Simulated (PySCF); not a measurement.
**FeH₃: breathing scan**

These are results of PySCF, Ur2SCAN, basis Fe def2-TZVP, H def2-TZVP (no relativity, density fitting), not measurements.

Rigid scan from the quartet minimum (Fe–H 1.591 Å, Fe–H 1.698 Å (×2), H–H 0.850 Å; Fe–H–H 75.5° (×2), H–Fe–H 29.0°, H–Fe–H 165.5° (×2)). Coordinate: all bonds to the central atom scaled together. Energies in kJ/mol from the minimum.

(1) Predict the curve at 0.88, 0.92, 0.96, 1.00, 1.04, 1.08, 1.14, 1.22, 1.35.

Results:

(1) 
| scale of all bonds to the centre | E (kJ/mol) | dipole size (D) | ⟨S²⟩ |
| --- | --- | --- | --- |
| 0.88 | 69.8 | 2.57 | 3.79 |
| 0.92 | 28.0 | 2.71 | 3.79 |
| 0.96 | 6.6 | 2.88 | 3.80 |
| 1.00 | 0.0 | 2.96 | 3.80 |
| 1.04 | 5.5 | 3.04 | 3.81 |
| 1.08 | 20.1 | 3.10 | 3.82 |
| 1.14 | 54.0 | 3.16 | 3.84 |
| 1.22 | 112.8 | 3.21 | 3.87 |
| 1.35 | 222.5 | 3.15 | 3.94 |

Other spin states or occupations of the open shell can lie lower.

Other isomers or separated fragments may lie lower.

The scan took 58 s on 2 threads of a shared Arm Neoverse V2 host; the process peaked at 0.78 GiB.
